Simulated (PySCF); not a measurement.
Rb: electron affinity

Rb⁻ [Kr] 5s2 (1S) → Rb [Kr] 5s1 (2S), as a difference of total energies. All numbers are calculated (PySCF 2.14, scalar relativity through the core potential, in def2-QZVPPD with the def2 core potential (28 electrons) (7s5p4d3f, 63 functions)). Correlated levels: valence: 4s2 4p6 frozen; valence and next inner shell: nothing frozen outside the core potential. The calculations carry no spin-orbit coupling.

```json
{"method": "UHF", "electron affinity (eV)": "-0.125"}
{"method": "LDA", "electron affinity (eV)": "0.562"}
{"method": "PBE", "electron affinity (eV)": "0.488"}
{"method": "PBE0", "electron affinity (eV)": "0.455"}
{"method": "r2SCAN", "electron affinity (eV)": "0.373"}
{"method": "B97-3", "electron affinity (eV)": "0.588"}
{"method": "BP86", "electron affinity (eV)": "0.577"}
{"method": "M06-2X", "electron affinity (eV)": "0.565"}
{"method": "r2SCAN0", "electron affinity (eV)": "0.382"}
{"method": "MP2 (valence)", "electron affinity (eV)": "0.248"}
{"method": "SCS-MP2 (valence)", "electron affinity (eV)": "0.322"}
{"method": "MP2 (valence and next inner shell)", "electron affinity (eV)": "0.315"}
{"method": "SCS-MP2 (valence and next inner shell)", "electron affinity (eV)": "0.374"}
```

Errors of the correlated levels include the incompleteness of this basis and the frozen core.

A negative affinity means that the anion lies above the atom at that level of theory.

In the anion the highest occupied orbital energy is positive at LDA, PBE, PBE0, r2SCAN, B97-3, BP86, M06-2X, r2SCAN0, a self-interaction effect; the basis confines that electron, and the energy difference can still be sensible.

For comparison: 0.486 eV (measured; photodetachment measurements, as compiled on the Wikipedia data page of electron affinities).
